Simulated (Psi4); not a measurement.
As (SMILES [As+]), charge +1, triplet; WB97M-V/6-31G* run with Psi4 1.11.

Here is a job for Psi4.
```
memory 2 GB

molecule {
1 3
As    0.00000000    0.00000000    0.00000000
}

set {
  basis 6-31g*
  reference uks
}

energy('wb97m-v')
print_variables()
```

Question: Predict the main parts of the log of this Psi4 run.

Answer: 
```
   => Loading Basis Set <=

    Name: 6-31G*
    Role: ORBITAL
    Keyword: BASIS

         ---------------------------------------------------------
                                   SCF
               by Justin Turney, Rob Parrish, Andy Simmonett
                          and Daniel G. A. Smith
                              UKS Reference
         ---------------------------------------------------------

  ==> Geometry <==

    Molecular point group: d2h
    Geometry (in Angstrom), charge = 1, multiplicity = 3:

       Center              X                  Y                   Z               Mass
    ------------   -----------------  -----------------  -----------------  -----------------
         AS           0.000000000000     0.000000000000     0.000000000000    74.921594570000

  Running in d2h symmetry.

  Rotational constants: A = ************  B = ************  C = ************ [cm^-1]
  Rotational constants: A = ************  B = ************  C = ************ [MHz]
  Nuclear repulsion =    0.000000000000000

  Charge       = 1
  Multiplicity = 3
  Electrons    = 32
  Nalpha       = 17
  Nbeta        = 15

  ==> Algorithm <==

  SCF Algorithm Type is DF.
  DIIS enabled.
  MOM disabled.
  Fractional occupation disabled.
  Guess Type is CORE.
  Energy threshold   = 1.00e-06
  Density threshold  = 1.00e-06
  Integral threshold = 1.00e-12

  ==> Primary Basis <==

  Basis Set: 6-31G*
    Blend: 6-31G*
    Number of shells: 12
    Number of basis functions: 35
    Number of Cartesian functions: 35
    Spherical Harmonics?: false
    Max angular momentum: 2

  ==> DFT Potential <==

   => LibXC <=

    Version 7.1.2
    S. Lehtola, C. Steigemann, M. J. T. Oliveira, and M. A. L. Marques,  SoftwareX 7, 1–5 (2018) (10.1016/j.softx.2017.11.002)

   => Composite Functional: WB97M-V <=

    wB97M-V Hyb-GGA Exchange-Correlation Functional

    N. Mardirossian and M. Head-Gordon,  J. Chem. Phys. 144, 214110 (2016) (10.1063/1.4952647)

    Deriv               =              1
    GGA                 =           TRUE
    Meta                =           TRUE

    Exchange Hybrid     =           TRUE
    MP2 Hybrid          =          FALSE

   => Exchange-Correlation Functionals <=

    1.0000   wB97M-V exchange-correlation functional

   => Exact (HF) Exchange <=

    0.8500            HF,LR [omega = 0.3000]
    0.1500               HF

   => LibXC Density Thresholds  <==

    XC_HYB_MGGA_XC_WB97M_V:  1.00E-13

   => VV10 Non-Local Parameters <=

    VV10 B              =     6.0000E+00
    VV10 C              =     1.0000E-02

   => Molecular Quadrature <=

    Radial Scheme          =       TREUTLER
    Pruning Scheme         =           NONE
    Nuclear Scheme         =       TREUTLER

    Blocking Scheme        =         OCTREE
    BS radius alpha        =              1
    Pruning alpha          =              1
    Radial Points          =             75
    Spherical Points       =            302
    Total Points           =          20688
    Total Blocks           =            222
    Max Points             =            256
    Max Functions          =             35
    Weights Tolerance      =       1.00E-15

   => Loading Basis Set <=

    Name: (6-31G* AUX)
    Role: JKFIT
    Keyword: DF_BASIS_SCF

  ==> Integral Setup <==

  SCF_SUBTYPE=INCORE selected. In-core MEM_DF algorithm will be used.
  Using in-core AOs.

  ==> MemDFJK: Density-Fitted J/K Matrices <==

    J tasked:                   Yes
    K tasked:                   Yes
    wK tasked:                  Yes
    Omega:                3.000E-01
    Algorithm:                 Core
    Schwarz Cutoff:           1E-12
    Mask sparsity (%):       0.0000
    Fitting Condition:        1E-10

   => Auxiliary Basis Set <=

  Basis Set: (6-31G* AUX)
    Blend: CC-PVDZ-JKFIT
    Number of shells: 47
    Number of basis functions: 209
    Number of Cartesian functions: 209
    Spherical Harmonics?: false
    Max angular momentum: 3

[...]
    NB   [     6,    0,    0,    0,    0,    3,    3,    3 ]

   @DF-UKS iter   1: -2197.62233628586046   -2.19762e+03   1.52905e+00 ADIIS
    Occupation by irrep:
             Ag   B1g   B2g   B3g    Au   B1u   B2u   B3u
    DOCC [     6,    1,    1,    1,    0,    2,    2,    2 ]
    SOCC [     0,    0,    0,    0,    0,    0,    1,    1 ]
    NA   [     6,    1,    1,    1,    0,    2,    3,    3 ]
    NB   [     6,    1,    1,    1,    0,    2,    2,    2 ]

   @DF-UKS iter   2: -2160.85574029445888    3.67666e+01   9.73216e-01 ADIIS
   @DF-UKS iter   3: -2234.77840970110447   -7.39227e+01   4.59403e-02 ADIIS/DIIS
   @DF-UKS iter   4: -2234.95441966965836   -1.76010e-01   1.48117e-02 ADIIS/DIIS
   @DF-UKS iter   5: -2234.96237283990422   -7.95317e-03   2.26365e-03 ADIIS/DIIS
   @DF-UKS iter   6: -2234.96256814883145   -1.95309e-04   2.35117e-04 ADIIS/DIIS
   @DF-UKS iter   7: -2234.96257453757880   -6.38875e-06   1.95675e-05 DIIS
   @DF-UKS iter   8: -2234.96257460665402   -6.90752e-08   1.56300e-06 DIIS
   @DF-UKS iter   9: -2234.96257460737161   -7.17591e-10   2.28821e-07 DIIS
  Energy and wave function converged.

  ==> Post-Iterations <==

   Electrons on quadrature grid:
      Nalpha   =   16.9999996819 ; deviation = -3.181e-07
      Nbeta    =   14.9999996819 ; deviation = -3.181e-07
      Ntotal   =   31.9999993638 ; deviation = -6.362e-07

   @Spin Contamination Metric:   2.374739117E-03
   @S^2 Expected:                2.000000000E+00
   @S^2 Observed:                2.002374739E+00
   @S   Expected:                1.000000000E+00
   @S   Observed:                1.000000000E+00

    Orbital Energies [Eh]
    ---------------------

    Alpha Occupied:

[...]
    Alpha Virtual:

[...]
    Beta Occupied:

[...]
    Beta Virtual:

[...]
    Final Occupation by Irrep:
             Ag   B1g   B2g   B3g    Au   B1u   B2u   B3u
    DOCC [     6,    1,    1,    1,    0,    2,    2,    2 ]
    SOCC [     0,    0,    0,    0,    0,    0,    1,    1 ]
    NA   [     6,    1,    1,    1,    0,    2,    3,    3 ]
    NB   [     6,    1,    1,    1,    0,    2,    2,    2 ]

  @DF-UKS Final Energy: -2234.96257460737161

   => Energetics <=

    Nuclear Repulsion Energy =              0.0000000000000000
    One-Electron Energy =               -3100.8661956251789888
    Two-Electron Energy =                 931.8586927137047269
    DFT Exchange-Correlation Energy =     -66.0926916443491876
    Empirical Dispersion Energy =           0.0000000000000000
    VV10 Nonlocal Energy =                  0.1376199484515544
    Total Energy =                      -2234.9625746073716073

  UHF NO Occupations:
  HONO-2 :    6 Ag 1.9989205
  HONO-1 :    3B2u 1.0000000
  HONO-0 :    3B3u 1.0000000
  LUNO+0 :    7 Ag 0.0010795
  LUNO+1 :    2B1g 0.0000370
  LUNO+2 :    8 Ag 0.0000370
  LUNO+3 :    2B3g 0.0000165

Computation Completed

Properties will be evaluated at   0.000000,   0.000000,   0.000000 [a0]

Properties computed using the SCF density matrix

 Multipole Moments:

 ------------------------------------------------------------------------------------
     Multipole            Electronic (a.u.)      Nuclear  (a.u.)        Total (a.u.)
 ------------------------------------------------------------------------------------

 L = 1.  Multiply by 2.5417464519 to convert [e a0] to [Debye]
 Dipole X            :          0.0000000            0.0000000            0.0000000
 Dipole Y            :          0.0000000            0.0000000            0.0000000
 Dipole Z            :          0.0000000            0.0000000            0.0000000
 Magnitude           :                                                    0.0000000

 ------------------------------------------------------------------------------------

  Variable Map:
  ----------------------------------------------------------------------------
[...]
  Array Variable Map:
  ----------------------------------------------------------------------------
[...]
[...]
```
